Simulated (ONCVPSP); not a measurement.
# PBE ONCV dataset for Sr (Z = 38), fully relativistic all-electron reference.

ONCVPSP 4.0.1 input, shortened (lines: element, Z, core and valence counts, functional; n l f; lmax; l rc ep ncon nbas qcut; lloc lpopt rc5 dvloc0; l nproj debl; icmod fcfact rcfact), PBE, fully relativistic:

```
  Sr 38.00    6    4        4      upf
    1    0    2.00
    2    0    2.00
    2    1    6.00
    3    0    2.00
    3    1    6.00
    3    2   10.00
    4    0    2.00
    4    1    6.00
    4    2    0.50
    5    0    1.50
    2
    0    2.50    0.00    4    7    3.60
    1    1.60    0.00    4    8    4.70
    2    3.45    0.00    4    8    5.10
    4    5    1.50    2.00
    0    3    0.50
    1    2    3.00
    2    1    2.30
    3    4.25    1.40
```

Open shells are filled in proportion to 2j + 1.

All-electron outer shells of the reference configuration (PBE, scalar-relativistic, ld1.x):

| shell | level (eV) | outermost node (bohr) | outermost maximum (bohr) |
| --- | --- | --- | --- |
| 3d | -127.41 | – | 0.38 |
| 4s | -40.31 | 0.59 | 1.19 |
| 4p | -22.28 | 0.61 | 1.33 |
| 5s | -3.37 | 1.65 | 3.76 |
| 4d | -1.04 | 0.65 | 2.17 |

Question: Estimate the cutoffs (Ha) at which the residual kinetic energy of the hardest occupied pseudo-wave falls to 1 and 0.1 mHa per electron.

Answer: 23 Ha and 74 Ha.

Question: Does the potential have ghost states?

Answer: No bound ghost flagged; GHOST(+) flagged for s at 237.2 eV, d5/2 at 305.8 eV, d3/2 at 468.8 eV.

Question: Which valence shell sets the plane-wave cutoff?

Answer: 4p: 23 Ha for 1 mHa per electron, against 7 Ha for 4d.

Its largest configuration-test error is +2.7 meV (4s2 4p6 4d0 5s1). 1 of 4 tests not solved or not reliable.
